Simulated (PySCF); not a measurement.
C$_{3}$H$_{9}$O$_{3}$Si, doublet, geometry from GFN2-xTB; CASSCF(7,5)+NEVPT2/STO-3G in PySCF.

PySCF was given this input:
```python
from pyscf import gto, scf, mcscf, mrpt
import numpy

mol = gto.Mole()
mol.atom = '''
    C    -0.655263    2.557938   -0.307529
    O     0.236417    1.501152   -0.116397
    Si   -0.073210    0.011498    0.473139
    O     1.194980   -0.941588    0.091286
    C     2.555199   -0.682740    0.267986
    O    -1.378613   -0.567853   -0.316015
    C    -1.834703   -1.885444   -0.382046
    H    -1.581915    2.209517   -0.765850
    H    -0.888627    3.035701    0.647418
    H    -0.172008    3.282907   -0.964002
    H     2.833652   -0.812705    1.316896
    H     3.109166   -1.397175   -0.342566
    H     2.803212    0.333479   -0.041739
    H    -2.548592   -1.946758   -1.204648
    H    -1.009534   -2.576254   -0.560983
    H    -2.334081   -2.161893    0.550069
'''
mol.basis = 'sto-3g'
mol.charge = 0
mol.spin = 1
mol.verbose = 4
mol.build()

mf = scf.ROHF(mol)
mf.kernel()
mc = mcscf.CASSCF(mf, 5, 7)
mc.fix_spin_(ss=0.75)
mc.kernel()
occ = numpy.linalg.eigvalsh(mc.fcisolver.make_rdm1(mc.ci, mc.ncas, mc.nelecas))[::-1]
ss = mc.fcisolver.spin_square(mc.ci, mc.ncas, mc.nelecas)[0]
print('natural occupations', occ.round(4), ' <S^2>', round(ss, 4))
e2 = mrpt.NEVPT(mc).kernel()
print('E(NEVPT2) = %.10f' % (mc.e_tot + e2))
```

The log (banner, timings and long lists left out):

```
PySCF version 2.14.0

[INPUT] verbose = 4
[INPUT] num. atoms = 16
[INPUT] num. electrons = 65
[INPUT] charge = 0
[INPUT] spin (= nelec alpha-beta = 2S) = 1
[INPUT] symmetry False subgroup None
[INPUT] Mole.unit = angstrom
[INPUT] Symbol           X                Y                Z      unit          X                Y                Z       unit  Magmom
[...]
nuclear repulsion = 408.591528311673
number of shells = 32
number of NR pGTOs = 144
number of NR cGTOs = 48
basis = sto-3g
ecp = {}

******** <class 'pyscf.scf.rohf.ROHF'> ********
method = ROHF
initial guess = minao
damping factor = 0
level_shift factor = 0
DIIS = <class 'pyscf.scf.diis.CDIIS'>
diis_start_cycle = 1
diis_space = 8
diis_damp = 0
SCF conv_tol = 1e-09
SCF conv_tol_grad = None
SCF max_cycles = 50
direct_scf = True
direct_scf_tol = 1e-13
num. doubly occ = 32  num. singly occ = 1
Set gradient conv threshold to 3.16228e-05
init E= -625.706699710761
[...]
cycle= 1 E= -624.415353508442  delta_E= 1.29  |g|= 0.674  |ddm|= 3.49
[...]
cycle= 2 E= -624.577533365281  delta_E= -0.162  |g|= 0.202  |ddm|= 0.944
[...]
cycle= 3 E= -624.595029145704  delta_E= -0.0175  |g|= 0.0421  |ddm|= 0.249
[...]
cycle= 4 E= -624.596375392455  delta_E= -0.00135  |g|= 0.00746  |ddm|= 0.0889
[...]
cycle= 5 E= -624.596431558486  delta_E= -5.62e-05  |g|= 0.00202  |ddm|= 0.0181
[...]
cycle= 6 E= -624.596435897154  delta_E= -4.34e-06  |g|= 0.000383  |ddm|= 0.00584
[...]
cycle= 7 E= -624.596436041153  delta_E= -1.44e-07  |g|= 9.89e-05  |ddm|= 0.001
[...]
cycle= 8 E= -624.596436050026  delta_E= -8.87e-09  |g|= 1.27e-05  |ddm|= 0.000287
[...]
cycle= 9 E= -624.59643605015  delta_E= -1.24e-10  |g|= 2.2e-06  |ddm|= 3.06e-05
[...]
Extra cycle  E= -624.596436050155  delta_E= -5e-12  |g|= 8.68e-07  |ddm|= 3.77e-06
converged SCF energy = -624.596436050155

******** <class 'pyscf.mcscf.mc1step.CASSCF'> ********
CAS (4e+3e, 5o), ncore = 29, nvir = 14
max_cycle_macro = 50
max_cycle_micro = 4
conv_tol = 1e-07
conv_tol_grad = None
orbital rotation max_stepsize = 0.02
orbital rotation threshold for CI restart = 0.01
augmented hessian ah_max_cycle = 30
augmented hessian ah_conv_tol = 1e-12
augmented hessian ah_linear dependence = 1e-14
augmented hessian ah_level shift = 1e-08
augmented hessian ah_start_tol = 2.5
augmented hessian ah_start_cycle = 3
augmented hessian ah_grad_trust_region = 3
kf_trust_region = 3
kf_interval = 4
ci_response_space = 4
ci_grad_trust_region = 3
with_dep4 0
natorb = False
canonicalization = True
sorting_mo_energy = False
ao2mo_level = 2
internal_rotation = False
******** <class 'pyscf.fci.addons.SpinPenaltyFCISolver'> ********
max. cycles = 50
conv_tol = 1e-08
davidson only = True
linear dependence = 1e-12
level shift = 0.001
max iter space = 12
nroots = 1
pspace_size = 400
spin = None
CASCI E = -624.597932406593  S^2 = 0.7500000
Set conv_tol_grad to 0.000316228
macro iter   1 (  7 JK    2 micro), CASSCF E = -624.598863658979  dE = -9.31252386e-04  S^2 = 0.7500000
               |grad[o]|=0.00627  |grad[c]|=0.00599  |ddm|=0.0105  |maxRot[o]|=0.0699
macro iter   2 (  7 JK    2 micro), CASSCF E = -624.600232754649  dE = -1.36909567e-03  S^2 = 0.7500000
               |grad[o]|=0.00776  |grad[c]|=0.00286  |ddm|=0.0229  |maxRot[o]|=0.0691
macro iter   3 ( 21 JK    4 micro), CASSCF E = -624.605027614545  dE = -4.79485990e-03  S^2 = 0.7500000
               |grad[o]|=0.00974  |grad[c]|=0.0581  |ddm|=0.0566  |maxRot[o]|=0.259
macro iter   4 ( 21 JK    4 micro), CASSCF E = -624.610381411106  dE = -5.35379656e-03  S^2 = 0.7500000
               |grad[o]|=0.0307  |grad[c]|=0.113  |ddm|=0.0398  |maxRot[o]|=0.172
macro iter   5 ( 21 JK    4 micro), CASSCF E = -624.612144190710  dE = -1.76277960e-03  S^2 = 0.7500000
               |grad[o]|=0.0198  |grad[c]|=0.0225  |ddm|=0.00872  |maxRot[o]|=0.123
macro iter   6 ( 21 JK    4 micro), CASSCF E = -624.612262399953  dE = -1.18209243e-04  S^2 = 0.7500000
               |grad[o]|=0.00875  |grad[c]|=0.00454  |ddm|=0.00776  |maxRot[o]|=0.145
macro iter   7 ( 17 JK    4 micro), CASSCF E = -624.612322935307  dE = -6.05353546e-05  S^2 = 0.7500000
               |grad[o]|=0.00532  |grad[c]|=0.00959  |ddm|=0.00484  |maxRot[o]|=0.0519
macro iter   8 (  7 JK    2 micro), CASSCF E = -624.612578551988  dE = -2.55616681e-04  S^2 = 0.7500000
               |grad[o]|=0.00351  |grad[c]|=0.00481  |ddm|=0.00382  |maxRot[o]|=0.068
macro iter   9 (  7 JK    2 micro), CASSCF E = -624.612683328192  dE = -1.04776204e-04  S^2 = 0.7500000
               |grad[o]|=0.0019  |grad[c]|=0.00527  |ddm|=0.00619  |maxRot[o]|=0.0698
macro iter  10 (  7 JK    2 micro), CASSCF E = -624.612773660433  dE = -9.03322402e-05  S^2 = 0.7500000
               |grad[o]|=0.00143  |grad[c]|=0.000417  |ddm|=0.00429  |maxRot[o]|=0.0693
macro iter  11 (  7 JK    2 micro), CASSCF E = -624.612826395014  dE = -5.27345813e-05  S^2 = 0.7500000
               |grad[o]|=0.00107  |grad[c]|=0.00313  |ddm|=0.00191  |maxRot[o]|=0.0697
macro iter  12 (  7 JK    2 micro), CASSCF E = -624.612855575900  dE = -2.91808856e-05  S^2 = 0.7500000
               |grad[o]|=0.000865  |grad[c]|=0.0039  |ddm|=0.00363  |maxRot[o]|=0.0698
macro iter  13 (  7 JK    2 micro), CASSCF E = -624.612885463397  dE = -2.98874971e-05  S^2 = 0.7500000
               |grad[o]|=0.000842  |grad[c]|=0.00647  |ddm|=0.00233  |maxRot[o]|=0.0698
macro iter  14 (  7 JK    2 micro), CASSCF E = -624.612919454475  dE = -3.39910779e-05  S^2 = 0.7500000
               |grad[o]|=0.000828  |grad[c]|=0.00682  |ddm|=0.000856  |maxRot[o]|=0.0698
macro iter  15 (  7 JK    2 micro), CASSCF E = -624.612956260933  dE = -3.68064586e-05  S^2 = 0.7500000
               |grad[o]|=0.000782  |grad[c]|=0.00459  |ddm|=0.00417  |maxRot[o]|=0.0698
macro iter  16 (  7 JK    2 micro), CASSCF E = -624.612992878702  dE = -3.66177692e-05  S^2 = 0.7500000
               |grad[o]|=0.000698  |grad[c]|=0.00101  |ddm|=0.00741  |maxRot[o]|=0.0698
macro iter  17 (  7 JK    2 micro), CASSCF E = -624.613025605156  dE = -3.27264534e-05  S^2 = 0.7500000
               |grad[o]|=0.000574  |grad[c]|=0.0026  |ddm|=0.00919  |maxRot[o]|=0.0698
macro iter  18 (  7 JK    2 micro), CASSCF E = -624.613049763135  dE = -2.41579792e-05  S^2 = 0.7500000
               |grad[o]|=0.000409  |grad[c]|=0.00132  |ddm|=0.00873  |maxRot[o]|=0.0691
macro iter  19 (  7 JK    2 micro), CASSCF E = -624.613054225467  dE = -4.46233184e-06  S^2 = 0.7500000
               |grad[o]|=0.000239  |grad[c]|=0.00198  |ddm|=0.000428  |maxRot[o]|=0.0294
macro iter  20 (  6 JK    1 micro), CASSCF E = -624.613054797214  dE = -5.71746909e-07  S^2 = 0.7500000
               |grad[o]|=0.000148  |grad[c]|=0.00051  |ddm|=0.000187  |maxRot[o]|=0.0103
macro iter  21 (  5 JK    1 micro), CASSCF E = -624.613054936376  dE = -1.39162807e-07  S^2 = 0.7500000
               |grad[o]|=0.000119  |grad[c]|=0.000172  |ddm|=5.12e-05  |maxRot[o]|=0.00533
macro iter  22 (  4 JK    1 micro), CASSCF E = -624.613054962097  dE = -2.57206239e-08  S^2 = 0.7500000
               |grad[o]|=4.18e-05  |grad[c]|=7.74e-05  |ddm|=4.62e-05  |maxRot[o]|=0.00246
1-step CASSCF converged in  22 macro (214 JK  51 micro) steps
CASSCF canonicalization
Density matrix diagonal elements [1.9859179  1.99293181 1.99532758 1.00681085 0.01901186]
CASSCF energy = -624.613054962097
CASCI E = -624.613054962097  E(CI) = -10.9876549437070  S^2 = 0.7500000
natural occupations [1.9992 1.9945 1.9831 1.0046 0.0187]  <S^2> 0.75

******** <class 'pyscf.mrpt.nevpt2.NEVPT'> ********
NEVPT2 (4e+3e, 5o), ncore = 29, nvir = 14
root = 0
Natural occ [1.99920749 1.99447138 1.98311145 1.00455813 0.01865156]
Natural orbital (expansion on meta-Lowdin AOs) in CAS space
               #1        #2        #3        #4        #5
0 C 1s           0.00029  -0.00065  -0.00109   0.00006  -0.00031
0 C 2s           0.00611   0.03463   0.05213   0.00692   0.00299
0 C 2px          0.00570   0.05217   0.06796   0.02369   0.02184
0 C 2py         -0.03069  -0.05501  -0.05920  -0.03168   0.06702
0 C 2pz         -0.01576   0.01972   0.00257   0.00215  -0.01877
1 O 1s           0.00335   0.00175  -0.00016   0.00122  -0.00490
1 O 2s           0.11758  -0.16453  -0.21008  -0.05995   0.27719
1 O 2px         -0.01646   0.00839   0.38326   0.10921  -0.16053
1 O 2py         -0.06378   0.38898   0.59135   0.07967  -0.40017
1 O 2pz         -0.10294   0.82080  -0.32816  -0.32650   0.13975
2 Si 1s         -0.00063   0.00025  -0.00025   0.00058  -0.00066
2 Si 2s          0.02172  -0.00075   0.00418   0.00367   0.00204
2 Si 3s          0.33097   0.15185  -0.29889   0.50939  -0.31635
2 Si 2px        -0.00101   0.00311   0.00127   0.00149   0.00041
2 Si 2py         0.02115   0.00327   0.02573  -0.00022   0.01488
2 Si 2pz        -0.01975  -0.02616  -0.00820  -0.00993  -0.00927
2 Si 3px        -0.01552  -0.02669   0.01085  -0.09710  -0.02409
2 Si 3py        -0.17966  -0.02200  -0.43010   0.01259  -0.63214
2 Si 3pz         0.20156   0.27322   0.02228   0.63937   0.40079
3 O 1s          -0.00001  -0.00022  -0.00029   0.00121  -0.00003
3 O 2s           0.03595   0.00184   0.00972  -0.05979  -0.01440
3 O 2px         -0.20915  -0.05362  -0.05259   0.09080   0.01018
3 O 2py         -0.14726   0.06399   0.15701  -0.09492   0.10472
3 O 2pz          0.61764  -0.01719   0.05515  -0.26285  -0.10066
4 C 1s           0.00029   0.00014  -0.00009   0.00007  -0.00029
4 C 2s          -0.03077  -0.00746   0.00038   0.00670   0.01023
4 C 2px          0.08297   0.03133   0.00493  -0.03850  -0.01886
4 C 2py         -0.00613   0.00583   0.00724  -0.00548   0.00748
4 C 2pz          0.01146  -0.01267  -0.00228  -0.01200  -0.00991
5 O 1s           0.00021  -0.00039  -0.00097   0.00119  -0.00150
5 O 2s          -0.15423   0.01308   0.07456  -0.05804   0.09765
5 O 2px          0.12008   0.09988   0.06055  -0.05976   0.03708
5 O 2py         -0.18724   0.00154   0.05790  -0.00255   0.06474
5 O 2pz          0.48585   0.02549   0.08463  -0.28568  -0.05031
6 C 1s          -0.00008   0.00010   0.00037   0.00006   0.00078
6 C 2s           0.01901  -0.01018  -0.02840   0.00679  -0.04576
6 C 2px          0.01045  -0.00801  -0.02410   0.01639  -0.03031
6 C 2py          0.03421  -0.02288  -0.05756   0.03603  -0.07814
6 C 2pz          0.00514  -0.01075  -0.00699  -0.00486  -0.01119
7 H 1s          -0.00609   0.06243   0.04863  -0.00740   0.03315
8 H 1s          -0.00179  -0.12148   0.01307   0.04740   0.00923
9 H 1s          -0.00795   0.03614  -0.07948  -0.04202  -0.01607
10 H 1s         -0.07366   0.00016  -0.00378   0.03993   0.01625
11 H 1s          0.06091   0.01958   0.02057  -0.03764  -0.00479
12 H 1s          0.04503  -0.00395  -0.01129  -0.00532  -0.01413
13 H 1s          0.06692   0.01823   0.02197  -0.03770   0.01340
14 H 1s         -0.01444  -0.00977  -0.00066  -0.00476  -0.00349
15 H 1s         -0.05318   0.00236  -0.00584   0.03948   0.01243
<CAS-nat-orb|mo-hf>  30     27       0.59180266
<CAS-nat-orb|mo-hf>  30     29       0.46569099
<CAS-nat-orb|mo-hf>  31     27       0.52181187
<CAS-nat-orb|mo-hf>  31     31       0.55704449
<CAS-nat-orb|mo-hf>  32     30       0.55204035
<CAS-nat-orb|mo-hf>  33     33       0.99827262
<CAS-nat-orb|mo-hf>  34     34       0.50980806
<CAS-nat-orb|mo-hf>  34     35       0.41965591
<CAS-nat-orb|mo-hf>  34     36      -0.49503220
Sr    (-1)',   E = -0.00447652459539
Si    (+1)',   E = -0.00060646025545
Sijrs (0)  ,   E = -0.20791984851256
Sijr  (+1) ,   E = -0.01563817246673
Srsi  (-1) ,   E = -0.01905573514984
Srs   (-2) ,   E = -0.00247360857984
Sij   (+2) ,   E = -0.00119763420397
Sir   (0)' ,   E = -0.02194753176974
Nevpt2 Energy = -0.273315515533526
E(NEVPT2) = -624.8863704776
```
